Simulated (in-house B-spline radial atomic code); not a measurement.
Successive ionisation energies of argon; each step leads to the configuration of the next row (after the last: bare). Dirac energy differences include first-order Breit, QED and recoil terms. NIST's values go from ground level to ground level; the uncertainty of those that are theory runs from under 0.1 % in few-electron ions to several per cent in heavy many-electron ones. Computed with a B-spline radial code for spherical atoms: Dirac-Hartree-Fock, average of the configuration, finite nuclei.

```csv
ion,configuration,ionisation energy (eV),tabulated value (eV),tabulated kind,computed minus tabulated (eV),highest orbital,largest mean radius (bohr)
Ar9+,[He] 2s2 2p5,482.3,479.76,semi-empirical,3,2p3/2,0.39833
Ar10+,[He] 2s2 2p4,545.9,540.4,semi-empirical,6,2p3/2,0.39069
Ar11+,[He] 2s2 2p3,612.4,619,semi-empirical,-7,2p3/2,0.38329
Ar12+,[He] 2s2 2p2,?,?,semi-empirical,?,?,?
Ar13+,[He] 2s2 2p1,754.1,755.13,semi-empirical,-1,2p3/2,0.36919
Ar14+,[He] 2s2,849.9,855.5,semi-empirical,-6,2s1/2,0.36249
Ar15+,[He] 2s1,?,?,tabulated theory,?,?,?
Ar16+,1s2,4119.3,4120.666,tabulated theory,-1,1s1/2,0.084632
Ar17+,1s1,4426.2,4426.224,tabulated theory,0,1s1/2,0.082852
```

Task: Fill in the row of Ar12+.

Result: ionisation energy (eV): 681.8; tabulated value (eV): 685.5; computed minus tabulated (eV): -4; highest orbital: 2p3/2; largest mean radius (bohr): 0.37613.

Task: Fill in the row of Ar15+.

Result: ionisation energy (eV): 918.2; tabulated value (eV): 918.375; computed minus tabulated (eV): 0; highest orbital: 2s1/2; largest mean radius (bohr): 0.35634.

Task: Where is the largest jump?

Result: From Ar15+ to Ar16+, by a factor of 4.49 (918.21 to 4119.3 eV); the highest orbital goes from 2s1/2 to 1s1/2.

Where a p, d or f electron is removed, the computed value is a mean over both j, so it misses the tabulated one by a part of the spin-orbit splitting; averaging over terms and missing correlation add to the gap, relatively most at low charge.
